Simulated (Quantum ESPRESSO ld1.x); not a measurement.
The mean radii <r> (bohr) of the occupied orbitals of an atom or ion are listed with their occupations. All-electron calculation, non-relativistic Kohn-Sham, LDA (Slater exchange, Perdew-Zunger correlation), spin-polarised, spherical densities, point nucleus. Program: ld1.x of Quantum ESPRESSO 7.5.

orbital  occ.      <r>
1s          2  0.04248
2s          2   0.1849
2p          6   0.1589
3s          2   0.4534

Name the element and its charge. Open shells, if any, are filled with parallel spins first.

Answer. Z = 36, krypton, charge +24: Kr24+ in [Ne] 3s2. The 1s radius gives Z: for a bare nucleus <r> = 1.5/Z, 0.04167 bohr for Z = 36, and screening makes it slightly larger (0.04248 here). The occupations add up to 12, and the charge is Z minus that.
